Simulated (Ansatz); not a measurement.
Reaction (redistribution): `O[Si](O)(O)[TeH]` + `[CH3][GeH]([OH])[F]` → `[CH3][GeH]([OH])[TeH]` + `O[Si](O)(O)F`

Computed with Ansatz on PBE0-D4/def2-TZVP structures; ΔE is electronic, products minus reactants. CBS: MP2 limit from def2 TZ/QZ plus the TZ coupled-cluster correction, frozen cores. Functionals use def2-TZVPP. Elements past krypton have def2 core potentials. For Ge, Te outer-core shells are correlated without core-valence functions, which leaves a few kJ/mol of doubt a bond. Scalar relativity is left out up to krypton. Each species was taken in one conformer, which may not be the lowest.

`O[Si](O)(O)[TeH]`:

Cartesian coordinates in Å:
```
O -0.431 0.045 -1.612
Si -0.063 0.185 -0.029
O 0.268 1.763 0.246
O -1.347 -0.394 0.789
Te 1.954 -1.074 0.706
H 0.216 0.349 -2.250
H 0.465 2.019 1.149
H -2.185 -0.387 0.320
H 1.124 -2.507 0.679
```

`[CH3][GeH]([OH])[F]`:

Z-matrix (Å, degrees):
```
C
Ge 1 1.923
H 1 1.090 2 108.9
H 1 1.091 2 110.1 3 -119.5
H 1 1.090 2 110.2 3 119.9
O 2 1.766 1 107.0 3 53.9
F 2 1.745 1 108.4 3 -60.9
H 2 1.538 1 118.4 3 -179.5
H 6 0.960 2 113.6 1 -179.3
```

`[CH3][GeH]([OH])[TeH]`:

Z-matrix (Å, degrees):
```
C
Ge 1 1.937
H 1 1.090 2 109.5
H 1 1.090 2 110.3 3 -120.3
H 1 1.091 2 109.1 3 119.3
O 2 1.783 1 104.2 3 -62.8
Te 2 2.564 1 113.6 3 57.3
H 2 1.544 1 114.0 3 177.1
H 6 0.960 2 112.3 1 166.3
H 7 1.658 2 91.0 1 -50.2
```

`O[Si](O)(O)F`:

Z-matrix (Å, degrees):
```
Si
O 1 1.619
O 1 1.619 2 109.9
O 1 1.619 2 109.9 3 121.0
F 1 1.594 2 109.0 3 -119.5
H 2 0.958 1 118.5 3 178.2
H 3 0.958 1 118.5 2 -60.3
H 4 0.958 1 118.5 2 178.4
```

```json
{"level": "r2SCAN-D4", "ΔE (kJ/mol)": "-95.1"}
{"level": "B2PLYP", "ΔE (kJ/mol)": "-97.1"}
```

What does CCSD(T)/CBS give? (Best estimate.)

The calculation gave: -98.8 kJ/mol. The listed levels differ from it by 3.7, 1.7 kJ/mol.

Largest T1 diagnostic among the species: 0.012.

In def2-TZVPP, CCSD(T) changes the Hartree–Fock value by +7.0 kJ/mol (the triples alone add +2.0 kJ/mol) and MP2 by +6.7 kJ/mol. From PBE to PBE0 (25 % exact exchange), in def2-TZVPP and without D4, ΔE moves by −6.8 kJ/mol.
